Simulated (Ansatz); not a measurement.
`[Cl][Ga]1[CH2]S[CH2]1`. Charge 0, multiplicity 1.

```xyz
9

Cl    0.0408   -3.1868   -0.0213
Ga    0.0136   -1.0493   -0.0070
C    -0.2038    0.3751    1.3520
S    -0.0212    1.6025    0.0106
C     0.1939    0.3982   -1.3468
H    -1.1765    0.4376    1.8422
H     0.5847    0.4588    2.1014
H     1.1648    0.4925   -1.8354
H    -0.5963    0.4713   -2.0956
```

**Question.** List the harmonic frequencies (cm⁻¹, unscaled) at PBE0-D4/def2-TZVP in Ansatz. (Best estimate.)

**Answer.** Ansatz gave: 31, 115, 147, 291, 431, 554, 613, 630, 680, 704, 723, 984, 1011, 1039, 1068, 1422, 1439, 3080, 3080, 3139, 3140.

**Question.** Is this a minimum?

**Answer.** Yes, all 21 modes are real.

**Question.** Give the ideal-gas thermochemistry at 298.15 K and 1 bar (rigid rotor, harmonic oscillator; point group C2v, symmetry number 2).

**Answer.** Zero-point energy 145.5 kJ/mol; H(298) − E = 165.6 kJ/mol; entropy 353.2 J/(mol·K), of which translation 172.6, rotation 111.1, vibration 69.5; G(298) − E = 60.4 kJ/mol. Modes under 100 cm⁻¹ are hindered rotations or soft bends, so the harmonic entropy is rough.

**Question.** And at 400, 500, 600, 800 and 1000 K?

**Answer.** 
```tsv
T (K)	H − E (kJ/mol)	S (J/mol/K)	G − E (kJ/mol)
400	176.9	385.4	22.7
500	189.5	413.5	-17.3
600	203.3	438.7	-59.9
800	233.5	482.0	-152.1
1000	266.1	518.3	-252.2
```

**Question.** Rotational constants (cm⁻¹)?

**Answer.** 0.264, 0.0388, 0.03426.
